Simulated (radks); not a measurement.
Coulomb parameter of the 5d shell of the iridium ion Ir2+ in the model configuration [Xe] 4f14 5d6 6p1, as a second difference U = [E(n + 0.25) + E(n - 0.25) - 2 E(n)] / (0.25)^2 with all orbitals relaxed. "Bare": the charge of the atom changes with n. "Screened": the 6p shell takes up the change at fixed total charge, which measures U(5d,5d) + U(6p,6p) - 2 U(5d,6p). All-electron calculation, scalar-relativistic Kohn-Sham, BLYP, spin-unpolarised, spherical densities, point nucleus. Program: a radial shooting solver on a logarithmic mesh with Libxc functionals.

case                      configuration  E - E(n) (eV)
start                 [Xe] 4f14 5d6 6p1          0.000
bare +0.25         [Xe] 4f14 5d6.25 6p1         -6.643
bare -0.25         [Xe] 4f14 5d5.75 6p1          7.398
screened +0.25  [Xe] 4f14 5d6.25 6p0.75         -2.998
screened -0.25  [Xe] 4f14 5d5.75 6p1.25          3.142

U(bare) = 12.079 eV, U(screened by 6p) = 2.302 eV, against the Slater integral F0(5d,5d) = 15.643 eV with frozen orbitals.
